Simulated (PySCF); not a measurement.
## Correlation energy of Ca (calcium, neutral)

[Ar] 3d1 4s1, high-spin 3D determinant (an excited configuration). All numbers are calculated (PySCF 2.14, no relativity, point nucleus, in dyall-av2z). Frozen: [Ar]; 2 electrons correlated; the 20 highest virtual orbitals of each spin left out.

With two correlated electrons CCSD is exact within the correlated space (frozen core and kept virtual orbitals).

```csv
level,correlation energy (mhartree)
CCSD,-2.31
```

Diagnostics: T1 = 0.0034, D1 = 0.0049, largest double amplitude 0.061.

Problem. Is a single reference adequate?

Solution. Yes: T1 lies below 0.03 and no double amplitude reaches 0.07.
